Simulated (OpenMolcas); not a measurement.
A calculation on Pt III.

```yaml
Program: OpenMolcas 26.06
Method: CASSCF
Basis: ANO-RCC-VQZP [9s8p6d4f2g1h]
Scalar_Hamiltonian: DKH2, point nucleus
Active_space: 8 electrons in 5 orbitals (5d)
State_averaging: 2S+1 = 3 even, 10 roots; 2S+1 = 1 even, 15 roots
Spin-orbit_coupling: state interaction with AMFI integrals over the reference wave functions, term energies averaged over their components
```

(1) Which level of the active space comes out lowest?

(2) How high does 5d8 3P0 lie?

(3) How high does 5d8 3F3 lie?

(4) How high does 5d8 3P1 lie?

(5) The level at 8524 cm-1 has J = 2. What is it made of, and what is its g factor?

Measured values: NIST levels as listed in McCann et al., Mon. Not. R. Astron. Soc. 538, 537 (2025).

Results:

(1) 5d8 3F4, with 97 % of that term; it is also the measured ground level.

(2) 21060 cm-1 above the lowest level; measured 14939 cm-1 above the ground level, so the calculation is off by +41 %.

(3) 9977 cm-1 above the lowest level; measured 9752 cm-1 above the ground level, so the calculation is off by +2 %.

(4) 22942 cm-1 above the lowest level; measured 16782 cm-1 above the ground level, so the calculation is off by +37 %.

(5) 46 % 5d8 1D2, 33 % 5d8 3F, 21 % 5d8 3P; g = 0.993, against 1.000 from Landé's formula for the pure leading term.

Configurations with an s electron lie low in 5d ions of this charge, fall among these levels and mix in, so low-spin terms can stand far too high, up to twice their true height, and weights are not those of the real levels. Without dynamic correlation excited terms often stand tens of per cent too high (terms of higher spin than the ground term too low), and those without a measured partner can miss by more than the paired ones. Measured partners are found by configuration, term and J. A level has none where our copy of the source lacks it or the pairing is in doubt (some pairs that miss far off the trend of their configuration count as doubtful), and it then counts in no deviation. Only configurations of the active space appear.
